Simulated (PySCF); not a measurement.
**Co (cobalt, neutral): UHF calculation**

Configuration: [Ar] 3d7 4s2, high-spin 4F determinant. Calculation: PySCF 2.14, in aug-cc-pVTZ-DK (8s7p5d3f2g, 93 functions); the spin-free X2C one-electron Hamiltonian (Gaussian nucleus).

```json
{
 "Total energy": "-1391.881715 hartree",
 "One-electron energy": "-1927.3078 hartree",
 "Hartree (Coulomb) energy": "594.0732 hartree",
 "Exchange energy": "-58.6471 hartree",
 "⟨S²⟩": "3.7604",
 "⟨L²⟩": "12.029",
 "Sum of ⟨r⟩": "21.82 bohr",
 "Sum of ⟨r²⟩": "38.94 bohr²",
 "Langevin diamagnetic susceptibility": "-30.8 ×10⁻⁶ cm³/mol"
}
```

| shell | electrons | mean orbital energy (hartree) | spread (hartree) | rms radius, mean of both spins (bohr) |
| --- | --- | --- | --- | --- |
| 1s α | 1 | -285.76853 | 0 | 0.0648 |
| 1s β | 1 | -285.76616 | 0 | 0.0648 |
| 2s α | 1 | -35.51388 | 0 | 0.276 |
| 2s β | 1 | -35.41394 | 0 | 0.276 |
| 2p α | 3 | -30.28301 | 0 | 0.249 |
| 2p β | 3 | -30.18412 | 0 | 0.249 |
| 3s α | 1 | -4.76095 | 0 | 0.831 |
| 3s β | 1 | -4.47951 | 0 | 0.831 |
| 3p α | 3 | -3.19526 | 0 | 0.890 |
| 3p β | 3 | -2.85730 | 0 | 0.890 |
| 3d α | 5 | -0.70301 | 0.05292 | 1.17 |
| 3d β | 2 | -0.56707 | 0 | 1.17 |
| 4s α | 1 | -0.28571 | 0 | 3.37 |
| 4s β | 1 | -0.25871 | 0 | 3.37 |

Densities and radii are taken from the X2C orbitals without a picture-change correction, which distorts them close to the nucleus.

Spin-orbit constants ζ (cm⁻¹) from the X2C one-electron operator on these orbitals: bare nucleus, nucleus screened by l(l+1)(2l+1)/3 electrons, and screened by the Breit-Pauli mean field of the electrons.

```json
{"shell": "2p", "bare": "83810", "screened nucleus": "77600", "mean field": "74800"}
{"shell": "3p", "bare": "10280", "screened nucleus": "9521", "mean field": "9116"}
{"shell": "3d", "bare": "946.0", "screened nucleus": "595.7", "mean field": "537.4"}
```

To first order the Landé constant is A = -179.1 cm⁻¹, so the lowest level has J = 9/2 and lies 0.0999 eV below the centre of the term. This holds in LS coupling only.
